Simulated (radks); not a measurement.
Coulomb parameter of the 5d shell of the gold ion Au3+ in the model configuration [Xe] 4f14 5d6.5 6s1.5, as a second difference U = [E(n + 0.5) + E(n - 0.5) - 2 E(n)] / (0.5)^2 with all orbitals relaxed. "Bare": the charge of the atom changes with n. "Screened": the 6s shell takes up the change at fixed total charge, which measures U(5d,5d) + U(6s,6s) - 2 U(5d,6s). Calculated with a radial shooting solver on a logarithmic mesh with Libxc functionals: Dirac Kohn-Sham, PBE, spin-unpolarised, spherical densities, finite nucleus; open shells are shared between the two j in proportion to 2j + 1; Fermi nuclear charge, rms radius 5.4371 fm.

\begin{tabular}{lrr}
case & configuration & E - E(n) (eV) \\ \hline
start & [Xe] 4f14 5d6.5 6s1.5 & 0.000 \\
bare +0.5 & [Xe] 4f14 5d7 6s1.5 & -20.772 \\
bare -0.5 & [Xe] 4f14 5d6 6s1.5 & 24.315 \\
screened +0.5 & [Xe] 4f14 5d7 6s1 & -4.566 \\
screened -0.5 & [Xe] 4f14 5d6 6s2 & 4.930 \\
\end{tabular}

U(bare) = 14.172 eV, U(screened by 6s) = 1.456 eV.
